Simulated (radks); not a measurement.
Valence configurations of Sn3+ (all share [Kr]). All-electron calculation, Dirac Kohn-Sham, LDA (Slater exchange, Perdew-Wang correlation), spin-unpolarised, spherical densities, point nucleus; open shells are shared between the two j in proportion to 2j + 1. Program: a radial shooting solver on a logarithmic mesh with Libxc functionals. Energies are relative to 4d10 5s1; eigenvalues in eV.

[
 {"valence": "4d10 5s1", "E (eV)": "0.000", "e(4d3/2)": "-55.907", "e(4d5/2)": "-54.836", "e(5p1/2)": "-", "e(5p3/2)": "-", "e(5s1/2)": "-36.447"},
 {"valence": "4d10 5p1", "E (eV)": "9.307", "e(4d3/2)": "-57.219", "e(4d5/2)": "-56.143", "e(5p1/2)": "-28.571", "e(5p3/2)": "-27.650", "e(5s1/2)": "-"},
 {"valence": "4d9.5 5s1.5", "E (eV)": "9.790", "e(4d3/2)": "-58.504", "e(4d5/2)": "-57.407", "e(5p1/2)": "-", "e(5p3/2)": "-", "e(5s1/2)": "-37.495"},
 {"valence": "4d9.5 5s1 5p0.5", "E (eV)": "14.547", "e(4d3/2)": "-59.153", "e(4d5/2)": "-58.054", "e(5p1/2)": "-29.013", "e(5p3/2)": "-28.059", "e(5s1/2)": "-37.912"},
 {"valence": "4d9 5s2", "E (eV)": "20.360", "e(4d3/2)": "-61.127", "e(4d5/2)": "-60.004", "e(5p1/2)": "-", "e(5p3/2)": "-", "e(5s1/2)": "-38.513"},
 {"valence": "4d9 5s1 5p1", "E (eV)": "30.131", "e(4d3/2)": "-62.397", "e(4d5/2)": "-61.270", "e(5p1/2)": "-30.160", "e(5p3/2)": "-29.155", "e(5s1/2)": "-39.309"},
 {"valence": "4d9 5p2", "E (eV)": "40.001", "e(4d3/2)": "-63.638", "e(4d5/2)": "-62.507", "e(5p1/2)": "-30.831", "e(5p3/2)": "-29.807", "e(5s1/2)": "-"},
 {"valence": "4d8 5s2 5p1", "E (eV)": "54.190", "e(4d3/2)": "-67.676", "e(4d5/2)": "-66.498", "e(5p1/2)": "-31.671", "e(5p3/2)": "-30.579", "e(5s1/2)": "-41.238"},
 {"valence": "4d8 5s1 5p2", "E (eV)": "64.536", "e(4d3/2)": "-68.880", "e(4d5/2)": "-67.698", "e(5p1/2)": "-32.308", "e(5p3/2)": "-31.195", "e(5s1/2)": "-41.965"},
 {"valence": "4d8 5p3", "E (eV)": "74.987", "e(4d3/2)": "-70.058", "e(4d5/2)": "-68.872", "e(5p1/2)": "-32.917", "e(5p3/2)": "-31.784", "e(5s1/2)": "-"}
]

NIST lists [Kr] 4d10 5s1 as the ground configuration; this level of theory agrees among the configurations tried. The energies are those of spherical spin-averaged densities, not of single terms.
